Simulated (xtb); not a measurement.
Cl$_{2}$Se, charge -1, doublet, at a GFN2-xTB geometry (a state made from the parent by changing its charge; the spin is typed, not shown lowest). Base run: GFN2-xTB in xtb.

Here is a job for xtb.
```
$ xtb mol.xyz --gfn 2 --chrg -1 --uhf 1 --json

# file mol.xyz
3

Se     0.09953013     0.11985247     0.83385844
Cl     1.01690937     1.22996103    -0.75042855
Cl    -1.21596964    -1.46966598    -0.91728834
```

Variants of this job, named by their change:

```
change          ΔE vs base (mEh)  G_solv (kcal/mol)  SCF cycles
--------------  ----------------  -----------------  ----------
base                       0.000                  -          15
acc = 30                   0.000                  -          11
gbsa = toluene           -76.373             -48.43          15
alpb = water             -84.970             -54.37          15
alpb = ch2cl2            -77.485             -49.04          15
etemp = 1000              -0.023                  -          15
file = coord               0.000                  -          15
```

ALPB and GBSA are two models with their own fitted parameters for each solvent, which aren't always the measured dielectric constant.
